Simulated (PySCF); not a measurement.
## Correlation energy of I²⁺ (iodine, charge +2)

[Kr] 4d10 5s2 5p3, high-spin 4S determinant. All numbers are calculated (PySCF 2.14, scalar relativity by spin-free X2C-1e, in ANO-RCC-VTZP). Frozen: [Ar] 3d10; 23 electrons correlated.

```json
{"level": "CCSD", "correlation energy (mhartree)": "-630.68"}
{"level": "(T)", "correlation energy (mhartree)": "-12.00"}
{"level": "CCSD(T)", "correlation energy (mhartree)": "-642.68"}
```

Diagnostics: T1 = 0.0037, D1 = 0.0145, largest double amplitude 0.047.

Cost of the coupled-cluster step: roughly 26 core-seconds, for 23 correlated electrons.
